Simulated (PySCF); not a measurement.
**Dipole moment and polarisability of `COC(=O)[C@@]1(C#N)O[C@H]1F`**

Species: C5H4FNO3.
Structure used (GFN2-xTB), in Å, numbered top down from 1:
```
atom  x, y, z in Å
C1     2.461   -0.070    0.312
O2     1.125   -0.418   -0.032
C3     0.259    0.573   -0.088
O4     0.488    1.733    0.117
C5    -1.132    0.060   -0.444
C6    -1.970    1.002   -1.134
N7    -2.638    1.749   -1.681
O8    -1.266   -1.308   -0.788
C9    -1.767   -0.962    0.424
F10   -1.097   -1.383    1.510
H11    2.500    0.294    1.340
H12    3.044   -0.981    0.207
H13    2.832    0.709   -0.356
H14   -2.840   -0.998    0.591
```

Level: wB97X-D/def2-SVPD (PySCF), static field, nuclei fixed, core orbitals frozen in the response. The polarisability tensor in these axes (au):

```
x   78.89 -4.43  7.22
y   -4.43 74.13 -9.01
z    7.22 -9.01 60.63
```

**Question.** Give the principal values, the mean and the anisotropy Δα = √{½[(α1 − α2)² + (α2 − α3)² + (α1 − α3)²]}.

**Answer.** Principal values 55.19, 72.15 and 86.31 au; mean 71.22 au = 10.55 Å³ = 11.74 × 10⁻⁴⁰ C²·m²/J; Δα = 26.99 au (38 % of the mean).

**Question.** What is the dipole moment, and where does it point?

**Answer.** (1.99, -2.70, 1.71) D, 3.77 D in size, pointing from the negative to the positive side. Measured along this direction, the outermost atoms are N7 at the negative end and H12 at the positive end.

**Question.** What would n − 1 = 2πNα be for an ideal gas of these molecules at 350 K and 1 atm, electronic part alone?

**Answer.** N = p/kT = 2.0968 × 10¹⁹ cm⁻³, so n − 1 = 2π × N × 10.55 × 10⁻²⁴ cm³ = 1390 × 10⁻⁶ at long wavelengths.

**Question.** What depolarisation ratio follows for Rayleigh scattering of linearly polarised light, taking the static tensor?

**Answer.** ρ = 3Δα²/(45ᾱ² + 4Δα²) = 2184.9/(228227 + 2913.2) = 0.00945.

**Question.** How large is μ²/3kT at 400 K beside α?

**Answer.** In Gaussian units μ²/3kT = 85.65 Å³ against 10.55 Å³, a ratio of 8.12; the Debye molar polarisation (4π/3)N_A(α + μ²/3kT) is 242.7 cm³/mol, leaving out the vibrational part.

**Question.** Estimate the molar refractivity from the static electronic polarisability.

**Answer.** Lorentz–Lorenz: R = (4π/3)N_A α = 2.5225 cm³/(mol·Å³) × 10.55 Å³ = 26.6 cm³/mol, in the limit of long wavelengths.

One conformer (not necessarily the lowest) at the GFN2-xTB geometry, without solvent, vibrations or thermal averaging.
